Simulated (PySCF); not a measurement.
**Al₂Cl₆: fields on a plane**

Level of theory: PySCF, B3LYP, basis Al def2-TZVP, Cl def2-TZVP (no relativity, density fitting).

The singlet minimum has Al–Cl 2.086 Å (×4), Al–Cl 2.287 Å (×4); Al–Cl–Al 89.4° (×2), Cl–Al–Cl 90.6° (×2), Cl–Al–Cl 110.1° (×8), Cl–Al–Cl 121.4° (×2).

The plane holds Al1 at (0.00, 0.00), Al2 at (3.22, 0.00), Cl3 at (1.61, 1.63), Cl4 at (1.61, -1.63) Å. Columns run from x = -1.95 to 5.55 Å, rows from y = 4.05 (top) to -3.75 Å, in steps of 0.3 Å. Other isomers or separated fragments may lie lower.

Q: Give the electron density (e/Å³) (cut at 5 e/Å³). Lower edges of the bins (e/Å³): '_' 0.000, '.' 0.030, ':' 0.076, '-' 0.151, '=' 0.268, '+' 0.455, '*' 0.750, '#' 1.218, '%' 1.960, '@' 3.136; top 5.00, each point printed twice.

A: 
```
____________________________________________________
____________________________________________________
____________________________________________________
____________________..........______________________
__________________..::------::..____________________
________________..--==++++++==::..__________________
______________..::==**######++==::..________________
______________..--++##@@@@%%##++--..________________
____________..::==**##@@@@@@##++--::..______________
__________....::==**##@@@@%%##++--::....____________
______......::--==++########**++--::::......________
__......::::--======++******++======--::::....______
__....::--++@@@@++==============**@@%%==::::....____
__..::::==@@@@@@@@==----------++@@@@@@##--::::..____
__..::::==@@@@@@@@==----------++@@@@@@##--::::..____
__....::--++@@@@++==============**@@%%==::::....____
__......::::--======++******++======--::::....______
______......::--==++########**++--::::......________
__________....::==**##@@@@%%##++--::....____________
____________..::==**##@@@@@@##++--::..______________
______________..--++##@@@@%%##++--..________________
______________..::==**######++==::..________________
________________..--==++++++==::..__________________
__________________..::------::..____________________
____________________..........______________________
____________________________________________________
____________________________________________________
```

Q: Give the electron localisation function (set to 0 where the density is under 0.005 e/Å³). Every second row and column.

A: 
```
0.00 0.00 0.00 0.00 0.00 0.00 0.00 0.00 0.00 0.00 0.00 0.00 0.00
0.00 0.00 0.00 0.00 0.00 0.21 0.29 0.18 0.00 0.00 0.00 0.00 0.00
0.00 0.00 0.00 0.00 0.34 0.70 0.80 0.67 0.28 0.00 0.00 0.00 0.00
0.00 0.00 0.00 0.08 0.61 0.86 0.72 0.85 0.54 0.05 0.00 0.00 0.00
0.00 0.01 0.02 0.11 0.73 0.39 0.79 0.68 0.67 0.08 0.02 0.01 0.00
0.01 0.05 0.08 0.08 0.71 0.87 0.42 0.88 0.60 0.07 0.08 0.04 0.01
0.03 0.10 0.04 0.71 0.11 0.59 0.58 0.53 0.24 0.62 0.06 0.08 0.02
0.03 0.11 0.04 0.77 0.68 0.18 0.18 0.13 0.82 0.86 0.04 0.10 0.02
0.02 0.08 0.08 0.03 0.14 0.84 0.79 0.84 0.08 0.03 0.09 0.07 0.02
0.01 0.03 0.05 0.13 0.77 0.67 0.74 0.81 0.71 0.09 0.05 0.02 0.01
0.00 0.00 0.01 0.09 0.68 0.70 0.41 0.80 0.61 0.06 0.01 0.00 0.00
0.00 0.00 0.00 0.06 0.50 0.83 0.89 0.80 0.43 0.04 0.00 0.00 0.00
0.00 0.00 0.00 0.00 0.17 0.48 0.59 0.44 0.13 0.00 0.00 0.00 0.00
0.00 0.00 0.00 0.00 0.00 0.00 0.00 0.00 0.00 0.00 0.00 0.00 0.00
```
